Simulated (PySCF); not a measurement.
# Computed spin Hamiltonian

CH8ClSi3 (doublet state).
Z-matrix (Å and degrees, GFN2-xTB geometry), rows numbered from 1:
```
C 
Si  1  1.8995
Si  2  2.3098  1  108.59
Si  3  2.2919  2  127.32  1   -10.10
Cl  4  2.0554  3  105.34  2    41.42
H   1  1.0855  2  111.11  3   -50.89
H   1  1.0864  2  111.57  3    68.98
H   1  1.0858  2  111.39  3  -170.83
H   2  1.4746  1  108.05  3   120.31
H   2  1.4747  1  107.26  3  -126.26
H   3  1.4802  2  112.49  1  -147.67
H   4  1.4715  3  123.46  2   -75.66
H   4  1.4681  3  113.53  2   155.55
```

The hyperfine couplings belong to this conformer and change with its torsions.

Identity: `C[SiH2][SiH][SiH2]Cl` [radical].

Computed with UKS B3LYP, pcH-1 on C Cl H Si, non-relativistic, mean-field spin-orbit, GIAO (PySCF). The structure is a single GFN2-xTB conformer in the gas phase; no vibrational or solvent corrections. A GFN2-xTB geometry isn't a minimum of the functional, and hyperfine couplings can be far from their values at a DFT geometry, by a factor of two or more for some ions and for spin on atoms past the first row. The SCF solution wasn't tested for stability.

```json
{
 "g1, g2, g3": "2.00206, 2.00475, 2.00698",
 "g_iso": "2.00460",
 "Form of g": "rhombic: the two nearest values differ by 45 % of g3 − g1",
 "⟨S²⟩": "0.7531 (exact 0.7500)",
 "Basis functions": "245"
}
```

Hyperfine couplings atom by atom, in G; T1 to T3 are the principal values of the dipolar part (MHz turned into gauss with g_iso; 10 G = 1 mT):

| atom | isotope | a_iso | of which spin–orbit | T1 | T2 | T3 | Mulliken spin population |
| --- | --- | --- | --- | --- | --- | --- | --- |
| C1 | 13C | 1.4 | 0.0 | -0.3 | -0.2 | 0.5 | 0.00 |
| Si2 | 29Si | -0.2 | 0.0 | -1.2 | 0.3 | 0.9 | -0.01 |
| Si3 | 29Si | -96.0 | 0.3 | -62.1 | 30.7 | 31.3 | 0.98 |
| Si4 | 29Si | 1.7 | 0.0 | -1.5 | 0.0 | 1.5 | 0.00 |
| Cl5 | 35Cl | 0.1 | 0.0 | -0.4 | 0.0 | 0.4 | 0.00 |
| H6 | 1H | -0.3 | 0.0 | -0.6 | -0.4 | 0.9 | 0.00 |
| H7 | 1H | 0.1 | 0.0 | -0.5 | -0.4 | 0.9 | 0.00 |
| H8 | 1H | 1.3 | 0.0 | -0.4 | -0.2 | 0.6 | 0.00 |
| H9 | 1H | 7.3 | 0.0 | -0.8 | -0.5 | 1.2 | 0.01 |
| H10 | 1H | 15.5 | 0.0 | -0.7 | -0.3 | 1.0 | 0.02 |
| H11 | 1H | -8.3 | 0.0 | -3.7 | 0.8 | 2.9 | -0.03 |
| H12 | 1H | 23.5 | 0.0 | -0.8 | -0.2 | 0.9 | 0.03 |
| H13 | 1H | 3.1 | 0.0 | -0.8 | -0.4 | 1.3 | 0.00 |

The largest Mulliken spin population is on Si3 (+0.98). The angles at Si3 add up to 347.9°, so it is slightly pyramidal.

Under fast tumbling the dipolar parts average out, and these isotropic splittings remain: 2 × 1H (H12/H13, I = 1/2, 3 lines) with 1.33 mT, 2 × 1H (H9/H10, I = 1/2, 3 lines) with 1.14 mT, 1 × 1H (H11, I = 1/2, 2 lines) with 0.83 mT and 3 × 1H (H6/H7/H8, I = 1/2, 4 lines) with 0.03 mT.

Nuclei that the bonding pattern makes equivalent are averaged, as if the motion that swaps them (rotation, inversion, ring flip) were fast. The 1H value of +37.4 MHz is a mean of couplings from 8.8 to 66.0 MHz in this one geometry, not an average over conformers. The 1H value of +32.0 MHz is a mean of couplings from 20.5 to 43.4 MHz in this one geometry, not an average over conformers.

The 29Si coupling of Si3 (-269.2 MHz) shows only in satellite lines or after enrichment, since that isotope makes up about 4.7 % of natural silicon.

Examples of negative spin density at the nucleus (bohr⁻³): Si4 (-0.0054) and H11 (-0.0052).

The run took 2.7 min of wall time (grids of density and orbitals included) on one thread, Intel Xeon at 2.50 GHz (x86_64), on a shared host, and the process peaked at 0.91 GiB of memory.
